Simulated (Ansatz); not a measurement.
Molecule: AgF, net charge 0, singlet state. 
Structure (B3LYP-D3(BJ)/def2-TZVP (Ansatz, a quantum-chemistry and plane-wave program) minimum search):
```
Ag
F 1 1.9969
```
Charge 0, spin multiplicity 1.

Basis-set convergence of Hartree-Fock and CCSD(T) correlation energies (hartree) with Ansatz. Valence correlation only, unless marked. No spin-orbit coupling. Frozen are the shells of the preceding noble gas and the d and f shells that filled before the atom's block. Past Kr the def2 sets carry scalar-relativistic core potentials.

| basis | functions | E(HF) | E(corr, CCSD(T)) | rough core time |
|---|---|---|---|---|
| def2-SVP | 45 | -245.42552 | -0.43119 | under 20 s |
| def2-TZVPP | 87 | -245.59068 | -0.64047 | under 20 s |
| def2-QZVPP | 145 | -245.59908 | -0.69994 | 20 s |

Extrapolating the two largest sets (X = 3 and 4) as X^-3: E(corr) = (64·(-0.69994) - 27·(-0.64047))/37 = -0.7433 Eh, an estimate of the basis-set limit. The largest set recovers 94.2 % of it, the smallest 58.0 %.
